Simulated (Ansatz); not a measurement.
Consider the substitution at a C–Br bond: `BrC1=N[SiH2]1` + H–F → `FC1=N[SiH2]1` + HBr.

Isolated molecules relaxed with PBE0-D4/def2-TZVP in Ansatz; ΔE leaves out vibrations. CBS: MP2 limit from def2 TZ/QZ plus the TZ coupled-cluster correction, frozen cores. This one scheme is used for every species. DFT in def2-TZVPP. B3LYP here is the variant with VWN-RPA as its local correlation; programs differ in this. HSE06 is defined as in plane-wave codes. For Br outer-core shells are correlated without core-valence functions, which leaves a few kJ/mol of doubt a bond. Scalar relativity is left out up to krypton.

`BrC1=N[SiH2]1`:

```xyz
6

Br    1.303   -0.501   -2.394
C     0.415    0.029   -0.823
N     0.038    1.176   -0.457
Si   -0.374   -0.088    0.763
H     0.405   -0.126    2.014
H    -1.787   -0.489    0.897
```

H–F:

Cartesian coordinates in Å:
```
F 0.116 0.445 -0.021
H -0.116 -0.445 0.021
```

`FC1=N[SiH2]1`:

Z-matrix (Å, degrees):
```
Si
C 1 1.766
N 1 1.801 2 41.4
H 1 1.477 2 122.2 3 -98.5
H 1 1.477 2 122.2 3 98.5
F 2 1.313 1 160.4 3 -180.0
```

HBr:

```xyz
2

Br    0.174   -0.335    0.602
H    -0.174    0.335   -0.602
```

```
         level  ΔE (eV)
      B3LYP-D4     0.16
      HSE06-D4     0.17
       ωB97M-V     0.08
          BLYP     0.11
       r2SCANh     0.12
 CCSD/def2-SVP    -0.11
 HF/def2-TZVPP    -0.06
MP2/def2-TZVPP     0.33
```

What does CCSD(T)/CBS give? (An estimate is asked.)

The calculation gave: +0.25 eV. The listed levels differ from it by -0.09, -0.08, -0.17, -0.14, -0.13, -0.36, -0.31, 0.08 eV.

What do rigid-rotor, harmonic-oscillator terms from PBE0-D4/def2-TZVP frequencies (298.15 K, 1 bar) make of the CCSD(T)/CBS value? (Best estimate.)

Ansatz gave: ΔZPE = -0.03 eV, ΔH = +0.20 eV, ΔS = 0 J/(mol·K), ΔG = +0.20 eV.

Largest T1 diagnostic among the species: 0.016.

The D4 term adds +0.07 eV with B3LYP and +0.04 eV with PBE0; it sums over pairs of atoms, weighted by their polarisabilities, and B3LYP, whose exchange is more repulsive, gets the larger term. At CCSD(T), def2-SVP lies −0.34 eV from the extrapolated value and def2-TZVPP −0.05 eV.
